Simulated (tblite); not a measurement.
**Question.** Write a Z-matrix for `[H]/N=C(/[C]([CH2+])F)C(F)F` [radical] as optimised with GFN2-xTB. (Charge +1 and doublet state.)

**Answer.** 
Z-matrix in Å and degrees, rows numbered from 1:
```
C 
C   1  1.3323
F   2  1.3284  1  121.99
C   2  1.4713  1  123.91  3   179.82
N   4  1.2221  2  126.29  1     9.32
C   4  1.6115  2  111.45  1  -168.17
F   6  1.3204  4  107.29  2    71.08
F   6  1.3194  4  109.07  2  -170.72
H   1  1.0825  2  119.15  3     1.69
H   1  1.0762  2  122.24  3  -179.37
H   5  1.0108  4  136.49  2  -177.20
H   6  1.1067  4  108.43  2   -49.30
```

C2 (carbon bonded to 2 C and F) is planar (angles 123.9°, 122.0° and 114.1°, sum 360.0°, 0.00 Å off the plane of its three neighbours). C1 (carbon bonded to C and 2 H) is planar (angles 122.2°, 119.1° and 118.6°, sum 360.0°, 0.01 Å off the plane of its three neighbours). C4 (carbon bonded to 2 C and N) is planar (angles 126.3°, 122.2° and 111.5°, sum 360.0°, 0.02 Å off the plane of its three neighbours). The C–C distances run from 1.332 Å (C1–C2, drawn single) to 1.611 Å (C4–C6, drawn single), a spread of 0.279 Å.

Computed geometry: GFN2-xTB, gas phase. This method treats the open shell by occupation alone, without spin polarisation.

Point group: C1 (no symmetry element, even within 0.4 Å). Its GFN2-xTB frequencies are all real (lowest 35 cm⁻¹). Torsions: H–C1–C2–F3 2° and -179°, C1–C2–C4–N5 9°, C2–C4–C6–F7 71°. 3 starts were optimised and ended at 0.00, 3.01 and 3.21 kcal/mol (GFN2-xTB); the lowest of these is shown.

One conformer stands for the species.
